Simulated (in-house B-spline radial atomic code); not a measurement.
Computed with a B-spline radial atomic code. Model: two electrons, singlet ground state, non-relativistic, full CI in B-splines with partial waves to l = 8 (at full coupling up to 3e-4 hartree above the limit, correlation up to 0.6 % small), density held at that of full coupling by Lieb maximisation.

Along the adiabatic connection the electron repulsion is scaled by a coupling λ while a local potential keeps the density fixed. At λ = 0 the system is the Kohn-Sham one and W equals the exchange energy; the exchange-correlation energy is the area under W between 0 and 1. The kinetic energy rises with λ as the electrons avoid each other, with dT/dλ = −λ dW/dλ.

Command:
```bash
python run_ac.py task.json out
```
Settings (lengths in bohr, energies in hartree):
```
potential              coulomb
strength               2.23
lmax                   8
wall_radius            4.58
```

Cost of the run: 9.9 s on 1 thread of Intel(R) Xeon(R) Processor @ 2.30GHz, with other jobs on the host.

**W = mean repulsion less Hartree energy, and W of three functionals.**

Given: confinement point charge; nuclear charge 2.23; hard wall radius 4.58 bohr; external potential -Z/r.

Computed: PBE exchange minus exact 14.95 millihartree; SCAN exchange minus exact -4.8936 millihartree.

```tsv
coupling	W xc (hartree)	W xc minus exchange (millihartree)	kinetic minus Kohn-Sham (millihartree)	LDA (PW92) W minus its exchange (millihartree)	PBE W minus its exchange (millihartree)	SCAN W minus its exchange (millihartree)
0	-1.1695	0	0	0	0	0
0.02	-1.1714	-1.91	0.02	-12.17	-1.79	-1.82
0.05	?	?	?	?	?	?
0.12	?	?	?	?	?	?
0.25	-1.1923	-22.834	2.81	-80.35	-22.49	-21.15
0.4	-1.205	-35.527	6.92	-109.7	-35.47	-32.62
0.6	-1.2209	-51.394	14.84	-141.59	-51.9	-46.84
0.8	-1.2357	-66.165	25.16	-168.29	-67.31	-60
1	-1.2494	-79.945	37.55	-191.42	-81.77	-72.26
1.4	-1.2744	-104.89	67.37	-230.3	-108.1	-94.48
2	-1.3063	-136.85	121.41	-276.44	-142.19	-123.22
3	-1.3486	-179.15	226.18	-334.07	-188.22	-162.06
4.5	-1.3948	-225.3	397.17	-395.34	-240.35	-206.01
7	-1.4452	-275.73	682.11	-463.43	-301.06	-256.44
10	-1.4832	-313.7	1000.6	-517.31	-350.55	-295.96
```

(1) What belongs in the row 0.05?

(2) What belongs in the row 0.12?

(3) What is the LDA exchange minus exact?

**Energy parts, natural occupations and partial-wave weights.**

Computed: total energy -3.7329 hartree; exchange energy -1.1695 hartree; correlation energy -0.042398 hartree; initial slope twice GL2 -0.095855 hartree; Hartree energy 2.339 hartree; Kohn-Sham kinetic 3.6977 hartree; Lieb Oxford ratio E_xc over LDA exchange 1.203.

```
natural  occupation of the shell (electrons)
      s                               1.9875
      p                            0.0061694
      s                            0.0056434
      d                           0.00027078
      p                                    ?
      s                           9.8043e-05
```

(4) What belongs in the row p?

| wave | weight |
| --- | --- |
| s | 0.99662 |
| p | 0.0031964 |
| d | ? |
| f | 2.0905e-05 |
| g | 4.8118e-06 |

(5) What belongs in the row d?

(6) What is the kinetic part of the DFT correlation energy?

(7) What is the kinetic part over minus potential part?

Answers

(1) W xc (hartree): -1.1742; W xc minus exchange (millihartree): -4.746; kinetic minus Kohn-Sham (millihartree): 0.12; LDA (PW92) W minus its exchange (millihartree): -24.99; PBE W minus its exchange (millihartree): -4.5; SCAN W minus its exchange (millihartree): -4.5.

(2) W xc (hartree): -1.1807; W xc minus exchange (millihartree): -11.236; kinetic minus Kohn-Sham (millihartree): 0.67; LDA (PW92) W minus its exchange (millihartree): -48.01; PBE W minus its exchange (millihartree): -10.84; SCAN W minus its exchange (millihartree): -10.53.

(3) 162.1 millihartree.

(4) occupation of the shell (electrons): 0.00020372.

(5) weight: 0.00015149.

(6) 0.037547 hartree.

(7) 0.46966.

Half-way to full coupling W has made 54 % of its drop, against 50 % for a straight line, and second-order (GL2) theory, half the initial slope, overshoots the correlation energy by about 13 %: a moderate bend, as in light atoms. Over couplings 0 to 1 the errors in E_xc come to about +87 millihartree for LDA, +15 millihartree for PBE, -1.2 millihartree for SCAN, so SCAN is nearest. In LDA and PBE and SCAN the errors of exchange and correlation have opposite signs, so the sum is smaller than the larger of the two.
